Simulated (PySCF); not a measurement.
Species: C₇H₆N₂Se.
Structure used (PBE0-D3(BJ)/def2-SVP), in Å, numbered top down from 1:
```xyz
16
C7H6N2Se angstrom
C     -1.652   -1.468    0.756
C     -1.390   -0.031    0.456
Se    -2.707    1.266    0.442
N     -1.492    2.538    0.014
C     -0.321    1.982   -0.081
C     -0.177    0.566    0.148
C      1.067   -0.171    0.071
C      2.281    0.340   -0.229
C      3.449   -0.468   -0.285
N      4.410   -1.118   -0.336
H     -1.357   -2.107   -0.091
H     -1.078   -1.796    1.637
H     -2.714   -1.660    0.962
H      0.525    2.631   -0.336
H      1.009   -1.245    0.274
H      2.423    1.403   -0.444
```

All values: wB97X-D/def2-SVPD (PySCF, non-relativistic), on one gas-phase PBE0-D3(BJ)/def2-SVP geometry that isn't relaxed in the solvent. The solvent is an IEF-PCM continuum (van der Waals radii × 1.2). The model holds no explicit solvent molecules, cavitation or dispersion. Spin–orbit coupling is left out although an atom past zinc is present.

Gas phase at wB97X-D/def2-SVPD: HOMO -8.76 eV, LUMO -0.70 eV, dipole 4.38 D.

What does the continuum do to the energy, the frontier levels and the dipole at wB97X-D/def2-SVPD in cyclohexane and acetonitrile?

```tsv
solvent	ε	E(solvent) − E(gas) (kJ/mol)	polarisation term (kJ/mol)	distortion of the solute (kJ/mol)	HOMO (eV)	LUMO (eV)	dipole (D)
cyclohexane	2.017	-17.66	-19.38	1.72	-8.67	-0.59	4.95
acetonitrile	35.69	-45.05	-56.45	11.40	-8.57	-0.47	5.72
```

Polarisation term: ½ Σ q·V over the induced surface charges. Distortion: the rise of the solute's own energy as its density leaves the gas-phase optimum. From cyclohexane to acetonitrile the lowering changes by a factor 2.55, Onsager's factor (ε − 1)/(2ε + 1) by 2.37 and ε itself by 17.7.

Which radius a makes the point-dipole formula ΔE = −[(ε − 1)/(2ε + 1)]·μ²/a³ give the value in acetonitrile, with the gas-phase dipole?

μ = 1.722 au and |ΔE| = 0.01716 Eh give a = 2.31 Å; the farthest nucleus lies 4.45 Å from the centroid of the nuclei, so such a sphere wouldn't even hold the nuclei. The formula assumes a rigid point dipole at the centre of a sphere.

Give the dipole vector in the frame of the coordinates (D, pointing from negative to positive charge), gas and acetonitrile.

Gas (-4.25, -0.65, 0.85), solvent (-5.49, -1.15, 1.15). Its length changes by +31 % and its direction by 3°.

How does the static polarisability (wB97X-D/def2-SVPD, frozen core, with the continuum's full static response) change?

```csv
medium,isotropic (au),principal values (au),⟨r²⟩ of the electrons (bohr²)
gas,130.2,"71.8, 112.6, 206.3",2601.9
cyclohexane,150.1,"80.3, 129.0, 240.8",2604.5
acetonitrile,186.7,"102.5, 160.3, 297.2",2608.5
```

The isotropic value in acetonitrile is 1.43 times the gas-phase one; no cavity-field correction is applied. ⟨r²⟩ is taken about the centre of nuclear charge.

Time: 57 s wall. Hardware: one thread, x86-64 server, on a shared host. This is the whole response run at wB97X-D/def2-SVPD in acetonitrile, SCF included.

The pairwise dispersion term of wB97X-D wasn't added to the energies; at a given geometry it leaves orbitals and properties as they are.
